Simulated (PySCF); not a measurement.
Be(I)(iPr) (C3H7BeI), SMILES C[CH]([Be][I])C. Heavy atoms are numbered as in [Be:1]([I:2])[CH:3]([CH3:4])[CH3:5]. Hydrogens are named by the atom that carries them.

Geometry: B3LYP-D3(BJ)/def2-SVP. The structure was generated by enumeration; whether it is a known compound was not checked. The def2 effective core potentials stand for the cores of I; spin–orbit coupling is left out. One conformer was computed; it need not be the lowest.

The numbers are results of r2SCAN/def2-TZVP in PySCF, not measurements.

Atomic charges (e), one atom of each kind:

```
atom      Mulliken  Löwdin
--------  --------  ------
Be1           0.19   -0.17
I2           -0.14    0.30
C3 (CH)       0.01   -0.41
C4 (CH3)     -0.37   -0.30
H on C3       0.04    0.16
H on C4       0.10    0.12
```
